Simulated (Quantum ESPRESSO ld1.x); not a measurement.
The numbers below are computed, except where a source is named.
Task: These are the eigenvalues of the occupied orbitals of an atom or ion with whole-number occupations (eV). Level of theory: Dirac Kohn-Sham, LDA (Slater exchange, Perdew-Zunger correlation), spin-unpolarised, spherical densities, point nucleus (ld1.x of Quantum ESPRESSO 7.5).

1s1/2: -3717.63
2s1/2: -544.456
2p1/2: -475.939
2p3/2: -472.942

Which element is it, and in what charge state? The configuration may be excited. Open shells, if any, are shared by 2j + 1.

Result: Z = 19, potassium, charge +9: K9+ in [Ne]. The list shows which subshells hold electrons but not how many an open one holds; the 1s level, -136.62 hartree, gives Z - s = 16.5 by -(Z - s)^2/2, which with screening and relativity narrows Z to a few neighbours, and the depths of the outer levels then fix element, charge and occupations together.
